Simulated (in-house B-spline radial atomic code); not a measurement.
# Ionising Ga IV (Ga3+) with different functionals

Computed with a B-spline radial code for spherical atoms: non-relativistic Hamiltonian, point nucleus, spin-polarised at highest spin, spherical fractional occupations for the functionals, the average over the highest-spin determinants for Hartree-Fock. The ionisation energy is the difference of two self-consistent energies, [Ar] 3d10 → [Ar] 3d9, without Breit or QED terms; ε is the level of the shell that loses the electron (its least bound occupied spin orbital). There is no spin-orbit coupling in this Hamiltonian.

Hybrids are left out here: with spherical fractional occupations of an open shell their exact exchange keeps a self-interaction that integer-occupation calculations don't have.

| method | rung | ΔSCF (eV) | -ε(3d) (eV) |
| --- | --- | --- | --- |
| Hartree-Fock | Hartree-Fock | ? | ? |
| LDA VWN5 | LDA | 64.36 | 53.22 |
| LDA PW92 | LDA | 64.35 | 53.21 |
| LDA exchange-only | LDA | 62.43 | 51.39 |
| PBE | GGA | 63.98 | 52.85 |
| PBEsol | GGA | 63.95 | 52.82 |
| BLYP | GGA | 63.95 | 52.84 |
| RPBE | GGA | 63.87 | 52.74 |
| PW91 | GGA | ? | ? |
| BP86 | GGA | 64.05 | 52.92 |
| AM05 | GGA | 63.98 | 52.85 |
| OLYP | GGA | 64.27 | 53.10 |
| TPSS | meta-GGA | 63.86 | 52.73 |
| SCAN | meta-GGA | 64.29 | 53.24 |
| r2SCAN | meta-GGA | 64.33 | 53.26 |
| M06-L | meta-GGA | 64.05 | 52.95 |
| revTPSS | meta-GGA | 63.73 | 52.62 |

(1) What does PW91 give?

(2) What does Hartree-Fock give?

(3) How do they compare with the NIST value?

Answers

(1) ΔSCF 64.12 eV, and -ε(3d) = 52.98 eV.

(2) ΔSCF 61.40 eV, and -ε(3d) = 65.53 eV.

(3) NIST lists 63.24 eV ± 0.009 (measured, ground level to ground level). Errors run from -1.84 to +1.12 eV; revTPSS is closest (+0.49 eV), but part of that can be cancellation, since the calculations leave out relativity, Breit-QED terms, multiplet and fine-structure energies. Hartree-Fock also lacks correlation.
